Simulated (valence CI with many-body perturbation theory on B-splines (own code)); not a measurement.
**Au⁴⁷⁺: one-electron terms**

Method: valence CI with perturbative core correlation (CI+MBPT): four valence electrons over a frozen Dirac-Fock core [Ar] 3d10, radial functions for each j: 11 s, 11 p, 10 d, 8 f, 5 g, 2 h, with the one-electron correlation potential Σ1, the two-electron term Σ2, the three-electron term Σ3, Breit, model QED; selected CI, second order for the rest, scaled by the run's own slope (own B-spline code, finite nucleus).

The last digits are not significant, and no measured levels were compared; by estimate large intervals hold to a few tenths of a per cent, small ones and those within an open d or f shell to about a per cent. Among the levels kept, up to 400 cm⁻¹ of a level comes from second order outside the variational space, and about a tenth of that is noise between levels of different J, which matters for small intervals.

These are the spectroscopic orbitals of the CI (the correlating ones are not listed), shaped by the core and the other valence electrons. h is the expectation value of the core's Dirac-Fock operator, without the valence repulsion; Σ1 is computed up to l = 3 at one energy for each symmetry, that of its lowest orbital but kept below the first core excitation, so for empty shells it is not the orbital's own correlation shift; Breit and QED include the response of the core.

```
Orbital  h (hartree)  Σ1 (cm⁻¹)  Breit (cm⁻¹)  QED (cm⁻¹)  ⟨r⟩ (bohr)
  4s1/2      -108.11     -15109         18916       14373      0.3614
  5s1/2      -64.926      -5536          8493        6615      0.6042
  6s1/2       -43.32      -2700          4443        3539      0.9114
  7s1/2      -30.958      -1544          2647        2121       1.280
  8s1/2      -23.224       -972          1705        1371       1.711
  9s1/2      -18.064       -653          1163         937       2.204
  4p1/2      -104.04     -16194         29609         897      0.3572
  5p1/2      -62.933      -5982         13426         424      0.6062
  6p1/2      -42.211      -2965          7150         233      0.9179
  7p1/2       -30.28      -1710          4298         141       1.292
  8p1/2       -22.78      -1082          2786        92.2       1.728
  9p1/2      -17.758       -730          1908        63.4       2.226
  4p3/2      -98.728     -13637         16926        2027      0.3780
  5p3/2      -60.427      -5337          7782         952      0.6327
  6p3/2      -40.829      -2712          4620         523      0.9500
  7p3/2      -29.437      -1586          2797         318       1.329
  8p3/2      -22.229      -1012          1822         208       1.771
  9p3/2      -17.378       -687          1253         143       2.275
  4d3/2      -92.535     -15846         13404        -644      0.3642
  5d3/2      -57.454      -6048          6257        -282      0.6281
  6d3/2      -39.179      -3073          3435        -151      0.9533
  7d3/2      -28.427      -1799          2094       -90.4       1.341
  8d3/2      -21.565      -1150          1371       -58.6       1.791
  4d5/2      -91.397     -14840          8485       -41.8      0.3698
  5d5/2        -56.9      -5671          3810         1.0      0.6350
  6d5/2      -38.867      -2884          2099         6.2      0.9616
  7d5/2      -28.234      -1690          1268         5.8       1.351
  8d5/2      -21.437      -1082           826         4.6       1.802
  4f5/2      -84.836     -15173          5592        -446      0.3350
  5f5/2      -53.969      -4932          2396        -211      0.6105
  6f5/2      -37.274      -2455          1260        -118      0.9457
  7f5/2      -27.266      -1440           752       -72.5       1.343
  4f7/2      -84.523     -14429          2406        -214      0.3372
  5f7/2      -53.793      -4702          1060       -93.8      0.6133
  6f7/2      -37.169      -2351           576       -50.5      0.9490
  7f7/2      -27.199      -1383           349       -30.5       1.347
  5g7/2      -52.247                      257       -50.9      0.5573
  6g7/2      -36.302                      210       -35.0      0.8972
  7g7/2      -26.665                      148       -23.8       1.300
  5g9/2      -52.175                      1.4         1.2      0.5586
  6g9/2      -36.259                      2.7        -4.5      0.8987
  7g9/2      -26.637                      0.8        -4.5       1.301
  6h9/2      -36.085                                           0.8070
 6h11/2      -36.057                                           0.8080
```

Among the shells of the start configuration 4s2 4p2, Σ1 is largest in size for 4p1/2, where it is 0.071 % of h.

Lowest root of each symmetry, sizes in configuration state functions:

```tsv
J	Parity	Roots	Reference	Variational	Second order	Change by selected CI (cm⁻¹)	Change by second order (cm⁻¹)
0	even	12	43	20663	64710	-5611	0
1	even	18	88	31998	211540	-4857	-26
2	even	27	127	31993	366262	-5478	-97
3	even	19	108	31981	413874	-6757	-134
4	even	13	91	31994	416981	-9300	-172
5	even	4	52	31988	313336	-5830	-32
0	odd	9	44	24425	65779	-5035	-2
1	odd	22	119	31995	258190	-5499	-44
2	odd	28	157	31997	372537	-4330	-106
3	odd	25	157	31997	449266	-7202	-218
4	odd	16	129	31998	454282	-6561	-181
5	odd	7	87	31993	354404	-8776	-139
6	odd	2	46	26371	251822	-10222	-27
```
